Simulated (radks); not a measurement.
The numbers below are computed, except where a source is named.
The mean radii <r> (bohr) of the occupied orbitals of an atom or ion are listed with their occupations. Level of theory: Dirac Kohn-Sham, exchange-only LDA, spin-unpolarised, spherical densities, finite nucleus; Fermi nuclear charge, rms radius of each element as measured or else 0.836 A^(1/3) + 0.57 fm (a radial shooting solver on a logarithmic mesh with Libxc functionals).

| orbital | occ. | <r> |
|---|---|---|
| 1s1/2 | 1 | 0.8016 |

Name the element and its charge. Open shells, if any, are shared by 2j + 1.

Answer. Z = 2, helium, charge +1: He+ in 1s1. The 1s radius gives Z: for a bare nucleus <r> = (2 gamma + 1)/(2Z) with gamma = sqrt(1 - (Z/c)^2), 0.7499 bohr for Z = 2, and the self-interaction of the functional makes it slightly larger (0.8016 here). The occupations add up to 1, and the charge is Z minus that.
